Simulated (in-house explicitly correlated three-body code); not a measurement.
Computed with an exponentially correlated three-body code. Model: two electrons around a point charge, non-relativistic, variational in 260 exponentially correlated functions (energies converged to about 1e-7 hartree, or 1e-8 relative for large Z).

Command:
```bash
python run_hyl.py task.json out
```
Settings (lengths in bohr, energies in hartree):
```
Z                      6
screening              0.12
interaction_strength   1
functions              260
states_tried           13
```

Time taken, with all properties: 2.6 min on 1 thread of Arm Neoverse N1, on a shared host.

**Those bound S and P states to n = 4 that converged, binding against the one-electron ion.**

Given: nuclear charge 6; Yukawa screening of all interactions 0.12 1/bohr.

Computed: one-electron threshold -17.2906598 hartree.

```json
{"term": "1 1S", "energy (hartree)": "-31.1061842", "binding (eV)": "375.94"}
{"term": "2 3S", "energy (hartree)": "?", "binding (eV)": "?"}
{"term": "2 1S", "energy (hartree)": "-19.9523577", "binding (eV)": "72.428"}
{"term": "2 3P", "energy (hartree)": "-19.9452745", "binding (eV)": "72.236"}
{"term": "2 1P", "energy (hartree)": "-19.818677", "binding (eV)": "68.791"}
{"term": "3 3S", "energy (hartree)": "-18.2440031", "binding (eV)": "25.942"}
{"term": "3 1S", "energy (hartree)": "-18.1940691", "binding (eV)": "24.583"}
{"term": "3 3P", "energy (hartree)": "?", "binding (eV)": "?"}
{"term": "3 1P", "energy (hartree)": "-18.153033", "binding (eV)": "23.466"}
{"term": "4 3S", "energy (hartree)": "-17.6452957", "binding (eV)": "9.6501"}
{"term": "4 1S", "energy (hartree)": "-17.627138", "binding (eV)": "9.156"}
{"term": "4 3P", "energy (hartree)": "-17.6217047", "binding (eV)": "9.0082"}
{"term": "4 1P", "energy (hartree)": "-17.6090869", "binding (eV)": "8.6648"}
```

(1) What belongs in the row 2 3S?

(2) What belongs in the row 3 3P?

**Converged states only, values per electron or pair (inverse distances are <exp(-kr)/r>).**

| term | mean r (bohr) | mean r squared (bohr²) | mean inverse r (1/bohr) | mean r12 (bohr) | mean inverse r12 (1/bohr) | mean cosine | mean p1 dot p2 (bohr⁻²) | delta r1 (bohr⁻³) | delta r12 (bohr⁻³) |
| --- | --- | --- | --- | --- | --- | --- | --- | --- | --- |
| 1 1S | 0.26691 | 0.095831 | 5.5678 | 0.39549 | 3.3204 | -0.022059 | 0.68444 | 61.407 | 6.1356 |
| 2 3S | ? | ? | ? | ? | ? | ? | ? | ? | - |
| 2 1S | ? | ? | ? | ? | ? | ? | ? | ? | ? |
| 2 3P | 0.61027 | 0.60861 | 3.5171 | 1.0257 | 1.0805 | -0.067796 | -1.9576 | 33.99 | - |
| 2 1P | 0.63415 | 0.66401 | 3.5006 | 1.0408 | 1.1388 | 0.038051 | 1.8196 | 34.435 | 0.22931 |
| 3 3S | 1.431 | 3.9163 | 3.1676 | 2.6284 | 0.38261 | -0.002205 | 0.013496 | 35.204 | - |
| 3 1S | 1.4792 | 4.2103 | 3.1617 | 2.7221 | 0.41615 | -0.0031004 | 0.016932 | 35.146 | 0.27249 |
| 3 3P | 1.3805 | 3.6768 | 3.162 | 2.5306 | 0.423 | -0.016177 | -0.44803 | 34.268 | - |
| 3 1P | 1.4167 | 3.8882 | 3.1574 | 2.5958 | 0.44013 | 0.0091313 | 0.45795 | 34.37 | 0.071814 |
| 4 3S | 2.5816 | 13.609 | 3.0423 | 4.9217 | 0.17799 | -0.00084937 | 0.0050313 | 34.672 | - |
| 4 1S | 2.6542 | 14.425 | 3.0398 | 5.066 | 0.18945 | -0.0011914 | 0.0064438 | 34.652 | 0.10203 |
| 4 3P | 2.5588 | 13.464 | 3.0397 | 4.8771 | 0.19154 | -0.0057704 | -0.1576 | 34.325 | - |
| 4 1P | 2.6133 | 14.07 | 3.0377 | 4.9836 | 0.19752 | 0.0032453 | 0.16554 | 34.361 | 0.027772 |

(3) What belongs in the row 2 3S?

(4) What belongs in the row 2 1S?

**Electric-dipole lines between converged S and P states, rate of the upper state's decay.**

```
s state  p state  p minus s (eV)  oscillator strength from s  rate (1/s)
   1 1S     2 1P          307.15                     0.64071  8.7427e+11
   1 1S     3 1P          352.47                     0.13374  2.4033e+11
   1 1S     4 1P          367.27                    0.045791  8.9341e+10
   2 1S     2 1P          3.6376                    0.097971  1.8751e+07
   2 1S     3 1P          48.962                     0.33602  1.1651e+10
   2 1S     4 1P          63.764                    0.079831  4.6947e+09
   3 1S     2 1P         -44.208                   -0.062358  5.2881e+09
   3 1S     3 1P          1.1167                     0.18741    3.38e+06
   3 1S     4 1P          15.918                     0.33207  1.2171e+09
   4 1S     2 1P         -59.635                   -0.012415  1.9158e+09
   4 1S     3 1P          -14.31                    -0.13641  1.2121e+09
   4 1S     4 1P         0.49119                     0.30092  1.0501e+06
   2 3S     2 3P          5.5443                     0.13613  6.0525e+07
   2 3S     3 3P          53.384                     0.30235  1.2463e+10
   2 3S     4 3P          68.772                    0.074101  5.0692e+09
   3 3S     2 3P         -46.294                   -0.067153  6.2448e+09
   3 3S     3 3P           1.546                     0.24431  8.4463e+06
   3 3S     4 3P          16.934                     0.29793  1.2357e+09
   4 3S     2 3P               ?                           ?           ?
   4 3S     3 3P               ?                           ?           ?
   4 3S     4 3P         0.64194                     0.37434  2.2312e+06
```

(5) What belongs in the row 4 3S 2 3P?

(6) What belongs in the row 4 3S 3 3P?

**Static dipole response.**

```csv
state,polarisability (bohr³)
1 1S,0.0089835
2 1S,5.634
2 3S,3.3985
```

Answers

(1) energy (hartree): -20.149023; binding (eV): 77.78.

(2) energy (hartree): -18.187187; binding (eV): 24.396.

(3) mean r (bohr): 0.67976; mean r squared (bohr²): 0.75879; mean inverse r (1/bohr): 3.5364; mean r12 (bohr): 1.1498; mean inverse r12 (1/bohr): 0.91381; mean cosine: -0.0071045; mean p1 dot p2 (bohr⁻²): 0.048725; delta r1 (bohr⁻³): 37.472.

(4) mean r (bohr): 0.71079; mean r squared (bohr²): 0.84244; mean inverse r (1/bohr): 3.5145; mean r12 (bohr): 1.2008; mean inverse r12 (1/bohr): 1.0485; mean cosine: -0.010169; mean p1 dot p2 (bohr⁻²): 0.057664; delta r1 (bohr⁻³): 37.189; delta r12 (bohr⁻³): 0.97273.

(5) p minus s (eV): -62.586; oscillator strength from s: -0.01295; rate (1/s): 2.201e+09.

(6) p minus s (eV): -14.746; oscillator strength from s: -0.14983; rate (1/s): 1.4136e+09.
